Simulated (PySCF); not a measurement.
silicon monosulfide anion (SSi), SMILES [Si]=S (connectivity only; charge and spin as stated), charge -1, multiplicity 2. Atoms are numbered in the order given.

```xyz
2

Si     0.0000     0.0000    -1.0825
S      0.0000     0.0000     0.9472
```
Charge -1, spin multiplicity 2.

Geometry optimised at PBE0-D3(BJ)/def2-TZVPD. The multiplicity is an assumed one; other spin states were not compared.

Level of theory: B3LYP/def2-TZVPD run with PySCF.

Gas-phase values at a fixed geometry. A positive occupied level means that this level leaves the electron formally unbound; only the finite basis holds it.

```
Property                                                            Value
------------------------------------------------  -----------------------
total energy                                           -687.77185 hartree
point group                                                           C∞v
α spin, highest occupied and lowest empty level          1.45 and 2.89 eV
β spin, highest occupied and lowest empty level         -1.55 and 3.04 eV
dipole moment about the centre of nuclear charge                   0.51 D
⟨S²⟩                                              0.755 (pure state 0.75)
```
